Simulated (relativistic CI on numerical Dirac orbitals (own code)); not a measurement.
# Ni⁴⁺ in a cubic cluster: 2p photoemission with charge transfer

Computed with a charge-transfer multiplet model of a cubic metal-ligand cluster with up to 3 ligand holes, Slater and spin-orbit integrals from Dirac-Coulomb-Breit ions, Slater integrals scaled by 0.8. The ground state mixes d6 with configurations of k ligand holes L, whose averages lie at kΔ + k(k − 1)U_dd/2; a core hole lowers each added d electron by U_cd. 300 K, Lorentzian 0.6 eV and Gaussian 0.8 eV FWHM.

Atomic integrals in eV (Slater integrals scaled, ζ unscaled), ground: F2dd 11.354, F4dd 7.124, zeta_d 0.099; with the core hole: F2dd 12.648, F4dd 7.972, zeta_d 0.136, zeta_core 11.396, F2cd 7.730, G1cd 6.056, G3cd 3.449.

Cluster parameters (eV): Δ = -1, U_dd = 7.3, 10Dq = 2.2, 10Dq(ligand) = 0.3, V(eg) = 2.65, V(t2g) = -1.45, final-state hopping factor = 1.

```csv
Case,n_d,d6,d7L,d8L2,d9L3,S
U_cd = 9.2 eV,6.86,0.30,0.56,0.14,0.01,0.03
U_cd = 9.8 eV,6.86,0.30,0.56,0.14,0.01,0.03
U_cd = 11 eV,6.86,0.30,0.56,0.14,0.01,0.03
```

Weights, n_d and S are thermal averages at 300 K. Binding energies count from the first peak over 30 % of the highest in each spectrum, which can be another peak from case to case. The parameters are a model scan and need not match a compound or its usual spin state. Peaks in eV (height, largest 100):
- U_cd = 9.2 eV: 0.0 (100), 3.1 (7), 5.1 (8), 9.8 (26), 12.8 (8), 17.8 (48), 22.0 (5), 27.8 (14), 29.4 (6)
- U_cd = 9.8 eV: 0.0 (100), 3.1 (7), 5.1 (8), 10.0 (32), 12.9 (8), 17.9 (48), 21.8 (5), 27.9 (17), 29.4 (7)
- U_cd = 11 eV: 0.0 (100), 2.9 (7), 5.0 (8), 10.1 (45), 13.5 (10), 17.8 (50), 21.5 (6), 25.1 (8), 28.0 (23), 29.6 (10)

For the case U_cd = 9.2 eV, Δ = -1 eV is smaller than U_dd = 7.3 eV, the charge-transfer side of the Zaanen-Sawatzky-Allen scheme (negative Δ: between configuration averages a ligand hole costs less than the nominal valence; multiplet and field energies can change this for the lowest states). With the core hole the configuration with one ligand hole lies at Δ − U_cd = -10.2, -10.8, -12.0 eV from the one without, in the order of the table; where this is negative the screened configuration lies lower.
